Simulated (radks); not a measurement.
Ho1.8+, 65.2 electrons, occupied as [Xe] 4f(5/2: 6, 7/2: 4.2) 6s1 (fractional occupations, a model configuration).

All-electron calculation, Dirac Kohn-Sham, LDA (Slater exchange, Perdew-Wang correlation), spin-unpolarised, spherical densities, finite nucleus; Fermi nuclear charge, rms radius 5.2022 fm. Program: a radial shooting solver on a logarithmic mesh with Libxc functionals.

Energy parts (eV):
| part | energy |
|---|---|
| total | -343367.35 |
| kinetic | 377643.68 |
| electron-nucleus | -847000.22 |
| Hartree | 133143.96 |
| exchange-correlation | -7154.77 |

Orbitals (lengths in bohr, moments of r in powers of bohr; <r^-3> diverges for s and p1/2; r(max) is where P^2 peaks; r(90%) holds 90 % of the orbital's charge):
| orbital | occ. | eigenvalue (eV) | <r^-3> | <r^2> | r(max) | r(90%) | small-component weight |
|---|---|---|---|---|---|---|---|
| 1s1/2 | 2 | -55392.78 | - | 0.0005891 | 0.01312 | 0.0376 | 6.26e-02 |
| 2s1/2 | 2 | -9278.470 | - | 0.009123 | 0.07486 | 0.136 | 1.39e-02 |
| 2p1/2 | 2 | -8836.388 | - | 0.006586 | 0.05625 | 0.120 | 1.40e-02 |
| 2p3/2 | 4 | -7980.504 | 11580 | 0.007809 | 0.06238 | 0.130 | 1.29e-02 |
| 3s1/2 | 2 | -2087.711 | - | 0.06042 | 0.2117 | 0.338 | 4.47e-03 |
| 3p1/2 | 2 | -1893.571 | - | 0.05596 | 0.1991 | 0.330 | 4.42e-03 |
| 3p3/2 | 4 | -1714.896 | 2505 | 0.06288 | 0.2119 | 0.348 | 4.10e-03 |
| 3d3/2 | 4 | -1380.331 | 425.5 | 0.04966 | 0.1674 | 0.320 | 3.99e-03 |
| 3d5/2 | 6 | -1341.257 | 373.6 | 0.05158 | 0.1710 | 0.326 | 3.90e-03 |
| 4s1/2 | 2 | -428.1108 | - | 0.3042 | 0.4842 | 0.746 | 1.44e-03 |
| 4p1/2 | 2 | -350.9837 | - | 0.3179 | 0.4866 | 0.770 | 1.36e-03 |
| 4p3/2 | 4 | -310.6329 | 565.9 | 0.3563 | 0.5142 | 0.815 | 1.24e-03 |
| 4d3/2 | 4 | -183.2694 | 82.19 | 0.4032 | 0.5176 | 0.886 | 1.07e-03 |
| 4d5/2 | 6 | -175.9321 | 70.94 | 0.4183 | 0.5266 | 0.903 | 1.04e-03 |
| 4f5/2 | 6 | -23.3690 | 10.55 | 0.8270 | 0.5171 | 1.36 | 6.32e-04 |
| 4f7/2 | 4.2 | -22.3354 | 10.10 | 0.8596 | 0.5224 | 1.39 | 6.18e-04 |
| 5s1/2 | 2 | -68.3171 | - | 1.784 | 1.127 | 1.82 | 3.03e-04 |
| 5p1/2 | 2 | -46.9604 | - | 2.251 | 1.225 | 2.06 | 2.41e-04 |
| 5p3/2 | 4 | -41.5472 | 74.63 | 2.584 | 1.308 | 2.21 | 2.11e-04 |
| 6s1/2 | 1 | -15.4199 | - | 11.83 | 2.923 | 4.66 | 4.98e-05 |

The highest occupied level is 6s1/2 at -15.420 eV. The density falls to 0.001 e/bohr^3 at r = 4.19 bohr.
